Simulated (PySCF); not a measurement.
Isomers C$_{8}$H$_{11}$NSi:

A. SMILES C=C1C[C@](C#N)(C(=C)C)[SiH2]1
B. `C#C[Si@]1(C)C[C@@H](CC#N)C1`
C. `C=CC/C=C/C(C#N)=C\[SiH3]`
D. SMILES c1cc(C2C[SiH2]C2)ccn1

Spectrum 1. 1H NMR (500 MHz, computed): δ 6.83 (m, 1H), 6.79 (q, 1H), 6.30 (d, 1H), 6.20 (m, 1H), 5.49 (m, 1H), 5.37 (m, 1H), 4.26 (d, 3H), 3.15 (m, 2H). 13C{1H} NMR (computed): δ 149.3 (CH), 143.3 (CH), 143.0 (CH), 138.2 (C), 132.6 (CH), 122.3 (CH2), 122.3 (C), 46.3 (CH2).

Spectrum 2. 1H NMR (500 MHz, computed): δ 2.66 (m, 1H), 2.38 (d, 2H), 2.09 (s, 1H), 1.75 (m, 2H), 1.66 (m, 2H), 0.56 (s, 3H). 13C{1H} NMR (computed): δ 124.7 (C), 104.5 (CH), 91.4 (C), 28.6 (CH), 28.2 (CH2), 23.8 (CH2), 0.3 (CH3).

Spectrum 3. 1H NMR (500 MHz, computed): δ 8.93 (d, 2H), 7.39 (d, 2H), 5.09 (m, 1H), 4.93 (m, 1H), 3.49 (m, 1H), 2.22 (m, 2H), 1.48 (m, 2H). 13C{1H} NMR (computed): δ 168.1 (C), 156.1 (CH), 126.0 (CH), 42.1 (CH), 20.6 (CH2).

Spectrum 4. 1H NMR (500 MHz, computed): δ 6.32 (br s, 1H), 6.04 (br s, 1H), 5.37 (br s, 1H), 5.24 (m, 1H), 5.10 (br s, 1H), 5.04 (m, 1H), 3.52 (m, 1H), 3.35 (m, 1H), 2.06 (s, 3H). 13C{1H} NMR (computed): δ 151.3 (C), 150.2 (C), 138.9 (CH2), 128.4 (C), 116.3 (CH2), 45.5 (CH2), 30.4 (C), 25.7 (CH3).

- shielding tensors at PBE0/pcSseg-1 (GIAO)
- structure optimised with GFN2-xTB
- code: PySCF 2.14
- non-relativistic Hamiltonian, one conformer, one averaged value for each set of equivalent atoms, isolated molecule

References, each an isolated molecule treated in the same way: TMS for 1H (σ = 31.72 ppm) and 13C (σ = 186.93 ppm). Where no couplings were computed, multiplicities follow the n + 1 count of equivalent neighbours, and m marks all less simple cases (inequivalent or close neighbours, rings, F or P nearby). Shifts are as computed. Against solution values, carbons near 30 ppm lie about +3 ppm off and those near 130 ppm about +5 ppm. Of 1211 compounds with measured shifts, 218 miss one by over three times the rms of a fit or turn the order of signals round; such compounds aren't used in these exercises.

Match each spectrum to its structure.

Results:

1–C, 2–B, 3–D, 4–A.

- Spectrum 1 (C): 8 13C signals; δC 149.3 is an alkene CH; δC 143.3 is an alkene CH.
- Spectrum 2 (B): 7 13C signals; δC 124.7 is a nitrile carbon; δC 104.5 is a terminal alkyne carbon.
- Spectrum 3 (D): 5 13C signals; δC 156.1 is an aromatic CH next to a ring nitrogen; δC 126.0 is an aromatic CH.
- Spectrum 4 (A): 8 13C signals; δC 151.3 is a fully substituted alkene carbon; δC 150.2 is a fully substituted alkene carbon.
